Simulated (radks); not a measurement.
Values are calculated unless marked as measured or tabulated.
Task: Dy2+, 64 electrons, occupied as [Xe] 4f10. Code: a radial shooting solver on a logarithmic mesh with Libxc functionals. Model: scalar-relativistic Kohn-Sham, PBEsol, spin-polarised, spherical densities, point nucleus; open shells are filled with parallel spins first (spin-orbit coupling, left out, can overturn this in heavy ions). Some entries of the table are withheld. Estimate them.

orbital,occ.,eigenvalue (hartree),<1/r> (bohr^-1)
1s up,1,-1971.777,74.56
1s down,1,-1971.777,74.56
2s up,1,-328.7757,17.32
2s down,1,-328.7740,17.32
2p up,3,-291.7957,16.09
2p down,3,-291.7945,16.09
3s up,1,-73.58766,6.372
3s down,1,-73.52954,6.376
3p up,3,-62.23757,5.973
3p down,3,-62.17969,5.976
3d up,5,-47.63521,5.666
3d down,5,-47.59070,5.669
4s up,1,-15.00283,2.689
4s down,1,-14.87669,2.688
4p up,3,-11.26650,2.465
4p down,3,-11.14178,2.464
4d up,5,-6.18105,2.173
4d down,5,-6.05812,2.171
5s up,1,-2.34549,1.024
5s down,1,-2.28245,1.012
5p up,3,-1.46877,0.8550
5p down,3,-1.42303,0.8420
4f up,7,-0.67347,1.571
4f down,3,-0.56679,1.536
6s up,0,(1),0.3755
6s down,0,(2),0.3711
5d up,0,-0.50336,0.5290
5d down,0,-0.48661,0.5142
6p up,0,-0.36880,0.3020
6p down,0,-0.36390,0.2983

Result: 
(1) 6s up eigenvalue (hartree): -0.53020
(2) 6s down eigenvalue (hartree): -0.52218
